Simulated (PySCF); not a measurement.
Species: C3H12B2N2.
InChI=1S/C3H12B2N2/c1-3-5-6-4(2)7-5/h3-5H,1,6-7H2,2H3/t4-,5-

Torsions of this conformer, `[CH2:1]=[CH:2][B@H-:3]1[NH2+:4][B@H-:5]([CH3:6])[NH2+:7]1`: C1–C2–B3–N4 13°.

The closed-shell ground state was solved at several levels (PySCF, density fitting, gas phase, non-relativistic). Isolated species at its PBE0-D3(BJ)/def2-SVP geometry (one conformer only).

```tsv
level	basis functions	HOMO (eV)	LUMO (eV)	gap (eV)	dipole (D)
CAM-B3LYP/def2-SVPD	236	-8.48	0.80	9.28	0.28
B3LYP/pcJ-1	309	-6.87	0.07	6.94	0.32
mPW1PW91/pcSseg-1	179	-7.12	0.30	7.42	0.32
```

(1) Estimate the row for PBE0/pcSseg-1, a basis of 179 functions; the other rows only guide the guess.

(2) Over all these levels, which gives the widest orbital gap and which the narrowest?

(3) How far do the dipole and the HOMO energy spread over the levels?

## Answers

(1) HOMO -7.10 eV, LUMO 0.30 eV, gap 7.40 eV, dipole 0.32 D.

(2) CAM-B3LYP/def2-SVPD (range-separated hybrid) has the widest, 9.28 eV, and B3LYP/pcJ-1 (global hybrid, 20 % exact exchange) the narrowest, 6.94 eV. Functional and basis both differ between the two, so the spread mixes both effects.

(3) The dipole runs from 0.28 to 0.32 D (mean 0.31 D) and the HOMO from -8.48 to -6.87 eV.
